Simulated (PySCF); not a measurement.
## Dipole response of Sc (scandium, neutral)

[Ar] 3d1 4s2, 2D determinant. Computed with PySCF 2.14 in aug-cc-pVTZ with one added diffuse shell each of s, p, d, f, g type (9s8p6d4f3g, 118 functions), with no relativity, point nucleus. Coupled (time-dependent) response in atomic units; α is the mean over directions.

```
method  mean α (bohr³)         α xx, yy, zz  C₆ (like pair)  S(−4)
   M06           98.75  96.86, 96.86, 102.5            1049   5528
```

S(−4) is the Cauchy moment in α(ω) = α(0) + S(−4) ω² + …

Reference α: 97 ± 10 bohr³ (recommended; Schwerdtfeger and Nagle, table of static dipole polarizabilities (2023 update)). Published C₆: 1383 (Chu and Dalgarno (2004); Tang, Norbeck and Certain (1976)).

α(iu) at M06:

```
u (hartree)  α(iu) (bohr³)
          0          98.75
     0.0500          86.77
      0.100          64.36
      0.200          33.44
      0.300          19.85
      0.500          9.834
      0.750          5.699
       1.00          3.900
       1.50          2.253
       2.00          1.483
       3.00         0.7791
       5.00         0.3202
```

The components differ because the open shell of this determinant is not spherical; for a pure term their mean is the scalar polarisability.
